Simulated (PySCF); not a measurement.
**SeF⁺: script and output**

File input.py (PySCF 2.14):

```python
from pyscf import gto, dft
from pyscf.prop.polarizability import uhf as pol

mol = gto.M(
    atom='Se 0 0 0; F 0 0 1.83',
    basis='jorge-dzp',
    charge=1,
    spin=2,
    symmetry=True,
    verbose=4,
)
mf = dft.UKS(mol, xc='o3lyp')
mf.kernel()
print('polarizability (a.u.)')
print(pol.Polarizability(mf).polarizability().round(4))
mf.dip_moment()
print('orbital energies (hartree):', [e[max(0, n-3):n+3].round(4) for e, n in zip(mf.mo_energy, mol.nelec)])
```

```bash
$ OMP_NUM_THREADS=1 python input.py
```

It prints (some set-up lines and the per-cycle HOMO/LUMO lines with their warnings removed):

```
PySCF version 2.14.0

[INPUT] Symbol           X                Y                Z      unit          X                Y                Z       unit  Magmom
[INPUT]  1 Se     0.000000000000   0.000000000000   0.000000000000 AA    0.000000000000   0.000000000000   0.000000000000 Bohr   0.0
[INPUT]  2 F      0.000000000000   0.000000000000   1.830000000000 AA    0.000000000000   0.000000000000   3.458198807954 Bohr   0.0

nuclear repulsion = 88.4853696948197
point group symmetry = Coov
symmetry origin: [0.         0.         0.72380905]
symmetry axis x: [1. 0. 0.]
symmetry axis y: [0. 1. 0.]
symmetry axis z: [0. 0. 1.]
num. orbitals of irrep A1 = 24
num. orbitals of irrep E1x = 12
num. orbitals of irrep E1y = 12
num. orbitals of irrep E2x = 4
num. orbitals of irrep E2y = 4
num. orbitals of irrep E3x = 1
num. orbitals of irrep E3y = 1
number of shells = 24
number of NR pGTOs = 112
number of NR cGTOs = 58
basis = jorge-dzp
ecp = {}

******** <class 'pyscf.dft.uks_symm.SymAdaptedUKS'> ********
method = SymAdaptedUKS
initial guess = minao
damping factor = 0
level_shift factor = 0
DIIS = <class 'pyscf.scf.diis.CDIIS'>
SCF conv_tol = 1e-09
SCF max_cycles = 50
number electrons alpha = 22  beta = 20
XC functionals = o3lyp
    W.-M. Hoe, A. J. Cohen, and N. C. Handy.,  Chem. Phys. Lett. 341, 319–328 (2001)

grids dens level: 3
Freeze 0 electrons in irreps []
    42 free electrons in irreps A1 E1x E1y E2x E2y E3x E3y
tot grids = 34688
init E= -2497.71671888091

cycle= 1 E= -2501.23182313945  delta_E= -3.52  |g|= 1.29  |ddm|= 1.38
cycle= 2 E= -2498.55502092713  delta_E= 2.68  |g|= 2.29  |ddm|= 2.13
cycle= 3 E= -2500.92742323006  delta_E= -2.37  |g|=    1  |ddm|= 2.22
cycle= 4 E= -2501.36763245882  delta_E= -0.44  |g|= 0.212  |ddm|= 0.659
cycle= 5 E= -2501.38833757009  delta_E= -0.0207  |g|= 0.0718  |ddm|= 0.231
cycle= 6 E= -2501.38960106412  delta_E= -0.00126  |g|= 0.0131  |ddm|= 0.0459
cycle= 7 E= -2501.38956568761  delta_E= 3.54e-05  |g|= 0.0123  |ddm|= 0.0132
cycle= 8 E= -2501.38962042551  delta_E= -5.47e-05  |g|= 0.00555  |ddm|= 0.00655
cycle= 9 E= -2501.38963442242  delta_E= -1.4e-05  |g|= 0.00106  |ddm|= 0.00433
cycle= 10 E= -2501.38963493028  delta_E= -5.08e-07  |g|= 0.000198  |ddm|= 0.00113
cycle= 11 E= -2501.38963494489  delta_E= -1.46e-08  |g|= 4.65e-05  |ddm|= 0.00013
cycle= 12 E= -2501.389634946  delta_E= -1.11e-09  |g|= 7.04e-06  |ddm|= 4.67e-05
cycle= 13 E= -2501.3896349461  delta_E= -1.05e-10  |g|= 4.01e-06  |ddm|= 2.75e-05
Extra cycle  E= -2501.3896349461  delta_E= -4.55e-13  |g|= 3.51e-06  |ddm|= 3.04e-06
converged SCF energy = -2501.3896349461  <S^2> = 2.0037009  2S+1 = 3.0024662
polarizability (a.u.)
Isotropic polarizability 13.4357945191
Polarizability anisotropy 15.9971352948
[[ 8.1034  0.     -0.    ]
 [ 0.      8.1034 -0.    ]
 [-0.     -0.     24.1006]]

WARN: System has nonzero charge 1; the dipole moment is origin-dependent.
Location of origin: [0. 0. 0.]

Dipole moment(X, Y, Z, Debye):  0.00000,  0.00000, -0.91856
orbital energies (hartree): [array([-0.7174, -0.6072, -0.6072, -0.4308,  0.0926,  0.2138]), array([-0.7365, -0.6823, -0.6823, -0.4917, -0.4917, -0.3987])]
```

In short: E(SCF) = -2501.389635 Eh, 13 cycles, ⟨S²⟩ = 2.004, α(xx, yy, zz) = 8.1, 8.1, 24.1 bohr³.

Run time: 9.3 s on 1 thread of Arm Neoverse V1 (shared host), peak memory 0.25 GiB.

The bond length is a typed value, not an optimised one. The dipole of an ion depends on the origin. No search for the lowest solution was made.
